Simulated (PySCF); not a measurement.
**Correlation energy of Pd(34+) (palladium, charge +34)**

[Ne] 3s2, closed-shell 1S. All numbers are calculated (PySCF 2.14, no relativity, point nucleus, in an uncontracted even-tempered set (16 s from 5.6 bohr⁻², ratio 2.5; 10 p from 7.3 bohr⁻², ratio 2.5; 4 d from 27 bohr⁻², ratio 2.7; 4 f from 41 bohr⁻², ratio 2.7)). Frozen: 1s2; 10 electrons correlated; the 17 highest virtual orbitals of each spin left out.

```
  level  correlation energy (mhartree)
   CCSD                        -496.09
    (T)                          -1.85
CCSD(T)                        -497.94
```

Diagnostics: T1 = 0.00038, D1 = 0.0012, largest double amplitude 0.088.

A non-relativistic calculation at this Z misses sizeable relativistic shifts.

Cost of the coupled-cluster step: roughly 5 core-seconds, for 10 correlated electrons.

At this charge a non-relativistic calculation is a model, useful for the Z dependence of the correlation energy.
